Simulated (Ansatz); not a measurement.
Born–Oppenheimer molecular dynamics of FH5O2Sn (9 atoms, charge 0, multiplicity 1). It starts at the highest image of a converged band. Of that band: Neighbouring images differ by up to 1.8 eV, so the band resolves the path poorly. A vibrational analysis at the climbing image gives one clearly imaginary mode, 1674i cm⁻¹: a first-order saddle point.

Level of theory: RHF/def2-SVP (Ansatz).

* ensemble: NVE (velocity Verlet)
* time step: 0.5 fs
* steps asked: 200
* starting velocities drawn for: 100 K
* seed: 8259

First frame:

```xyz
9
Properties=species:S:1:pos:R:3
Sn 0.147 0.172 0.026
H 0.125 -0.073 2.034
O 1.852 0.035 -0.896
H 1.989 -0.719 -1.450
O -1.092 1.511 -0.640
H -1.880 1.214 -1.067
H -0.617 -1.353 -0.103
F 1.015 1.645 1.268
H 0.587 0.785 1.967
```

Question: What does the run give?

Answer: All steps were run.

| Property | Result |
| --- | --- |
| steps done | 200 |
| time covered | 100 fs |
| mean temperature over the second half | 1915 K |
| spread of the potential energy over the second half | 12.9 meV per atom |
| mean potential energy of the second half above the start | -182.5 meV per atom |

The conserved energy stayed within 0.15 meV per atom of its start (net change -0.11 meV per atom), so the integration is sound. The kinetic energy rose, since the run started high on the potential surface and went downhill. It ends in pieces (FH3O2Sn + H2), so much of that is their flight and rotation, not heat. A run of 0.1 ps of so small a system gives no equilibrium averages. The orbitals stay closed-shell, which can raise the energy where a bond breaks towards radicals; this wasn't checked here.

Question: What happens to the structure?

Answer: Between its relaxed ends the band would form Sn1–F8, H2–H9 and break Sn1–H2, F8–H9. These pairs go: Sn1–F8 2.11 → 2.01 Å, H2–H9 0.98 → 0.74 Å, Sn1–H2 2.02 → 10.76 Å, F8–H9 1.19 → 10.55 Å. In the last frame they stand as after the step (other bonds may differ from the relaxed reactants and products). Also parted: Sn1–H9 2.08 → 10.94 Å. It ends as FH3O2Sn + H2. Pairs count as bonded within 1.25 times the sum of covalent radii (0.12 Å more for H–H). This is one draw of velocities; another would differ in detail.

Question: How do temperature and energy run in time?

Answer: 
| time (fs) | T (K) | potential energy less start (eV) | conserved less start (meV/atom) |
| --- | --- | --- | --- |
| 0 | 100 | 0.000 | 0.00 |
| 5 | 92 | 0.008 | 0.04 |
| 10 | 274 | -0.157 | 0.05 |
| 15 | 929 | -0.749 | 0.04 |
| 20 | 1551 | -1.314 | -0.12 |
| 25 | 1835 | -1.570 | -0.07 |
| 30 | 1749 | -1.491 | 0.06 |
| 35 | 1597 | -1.355 | -0.09 |
| 40 | 1747 | -1.490 | 0.04 |
| 45 | 2046 | -1.761 | 0.00 |
| 50 | 2094 | -1.805 | -0.06 |
| 55 | 1935 | -1.659 | 0.07 |
| 60 | 1848 | -1.582 | -0.06 |
| 65 | 1847 | -1.580 | 0.04 |
| 70 | 2013 | -1.731 | 0.03 |
| 75 | 2169 | -1.873 | -0.14 |
| 80 | 1952 | -1.675 | 0.05 |
| 85 | 1696 | -1.444 | -0.02 |
| 90 | 1777 | -1.518 | -0.07 |
| 95 | 1915 | -1.642 | 0.03 |
| 100 | 1883 | -1.614 | -0.11 |

Run time: 5.9 min on 1 thread of Arm Neoverse V2, with other jobs on the host, peak memory 0.18 GiB.
